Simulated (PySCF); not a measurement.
**NMR data sheet: C8H11PSi**

| Property | Result |
| --- | --- |
| Formula | C8H11PSi |
| SMILES | Cc1ccc(/P=C\[SiH3])cc1 |
| Point group of the computed structure | C1 |
| Carbon signals | 6 |
| Proton signals | 5 |

Bonds (- single, = double, # triple, : aromatic): C1-C2, C2:C3, C3:C4, C4:C5, C5-P6, P6=C7, C7-Si8, C5:C9, C9:C10, C10:C2. C1 carries H11, H12, H13; C3 carries H14; C4 carries H15; C7 carries H16; Si8 carries H17, H18, H19; C9 carries H20; C10 carries H21. Stereochemistry as in Cc1ccc(/P=C\[SiH3])cc1.

[PySCF 2.14: GFN2-xTB geometry; GIAO PBE0/pcSseg-1 shieldings; a single conformation; no relativistic terms; no solvent model; fast rotation and ring inversion assumed for equivalent nuclei]

δ = σ(ref) − σ, references computed at the same level: TMS for 1H, 13C, 29Si; 31P vs H3PO4.

| carbon | δC, type | δH (multiplicity) | HMBC from (2–3 bonds) | span of the C tensor (ppm) |
| --- | --- | --- | --- | --- |
| C1 | 24.2, CH3 | 2.55 (s) | H14/H21 | 47 |
| C2 | 145.2, C | – | H15/H20, H14/H21, H11/H12/H13 | 241 |
| C3/C10 | 134.4, CH | 7.56 (m) | H15/H20, H14/H21, H11/H12/H13 | 216 |
| C4/C9 | 136.0, CH | 7.60 (m) | H15/H20, H14/H21 | 228 |
| C5 | 152.5, C | – | H16, H15/H20, H14/H21 | 207 |
| C7 | 198.2, CH | 9.69 (m) | H17/H18/H19 | 403 |

Other nuclei:
```json
{"atoms": "H17/H18/H19", "nucleus": "1H", "environment": "hydrogen on a silicon bonded to C", "δ (ppm)": "3.92", "σ (ppm)": "27.80"}
{"atoms": "P6", "nucleus": "31P", "environment": "phosphorus bonded to 2 C", "δ (ppm)": "415.9", "σ (ppm)": "-97.6"}
{"atoms": "Si8", "nucleus": "29Si", "environment": "silicon bonded to C, 3 H", "δ (ppm)": "-86.0", "σ (ppm)": "435.2"}
```

1. δC 198.2: carbon double-bonded to a heavier main-group atom.
2. δC 152.5, 145.2: substituted aromatic carbon.
3. δC 136.0, 134.4: aromatic CH; the aromatic region.
4. δC 24.2: methyl carbon on an aromatic ring; a saturated carbon with 1 carbon neighbour and no heteroatom attached.
5. δH 9.69: hydrogen on a carbon double-bonded to a heavier main-group atom.

Splittings by 31P in the carbon and heteronuclear signals aren't shown, as no couplings were computed. Shifts are as computed. Against solution values, carbons near 30 ppm lie about +3 ppm off and those near 130 ppm about +5 ppm. Of 1211 compounds with measured shifts, 218 miss one by over three times the rms of a fit or turn the order of signals round; such compounds aren't used in these exercises. Experimental scales use liquid or dissolved standards, which lie at an offset from isolated H3PO4. No couplings were computed; multiplicities are counted from neighbouring protons, with m where these are inequivalent, close in shift, in a saturated or five-membered ring or joined by F or P, and br s for small geminal =CH2 splittings.
